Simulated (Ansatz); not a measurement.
This geometry of BrH + Cl2GeH2O (8 atoms, charge 0, multiplicity 1) is a first-order saddle point.

Computed with Ansatz 0.2.0, RKS LDA/def2-SVP.

```xyz
8
Properties=species:S:1:pos:R:3
Ge 0.209 0.201 0.048
Cl -0.438 0.048 2.438
O 1.764 0.084 -0.786
H 1.820 -0.792 -1.221
Cl -1.270 1.410 -0.914
H -0.345 -1.245 -0.025
Br 1.329 2.240 1.178
H 0.398 1.340 2.288
```

(1) Which two structures does it join? (They come from a converged band through this point; their orientation in space is the band's.)

(2) How far does it lie above each of them?

Answers

(1) Bonds broken: Ge1–Cl2, Br7–H8. Bonds formed: Ge1–Br7, Cl2–H8. BrH + Cl2GeH2O becomes BrClGeH2O + ClH.

First end point:

```xyz
8
Properties=species:S:1:pos:R:3
Ge -0.266 -0.316 -0.103
Cl -0.409 -0.080 2.064
O 1.402 -0.233 -0.566
H 1.838 0.591 -0.220
Cl -1.409 1.292 -0.908
H -0.834 -1.685 -0.482
Br 2.080 2.294 1.303
H 1.063 1.424 1.918
```

Last end point:

```xyz
8
Properties=species:S:1:pos:R:3
Ge -0.282 0.456 -0.351
Cl 1.871 -0.360 2.382
O 1.314 -0.171 -0.633
H 1.745 -0.402 0.233
Cl -0.920 1.287 -2.193
H -1.331 -0.528 0.195
Br -0.140 2.213 1.186
H 1.210 0.790 2.188
```

(2) 25.0 kcal/mol above the first and 24.6 kcal/mol above the second. This is the barrier of this one path; another mechanism may lie lower. The orbitals stay closed-shell, which can raise the energy where a bond breaks towards radicals; this wasn't checked here.

Time of the run: 110 s on 4 threads of Arm Neoverse V2, with other jobs on the host, peak memory 0.21 GiB.
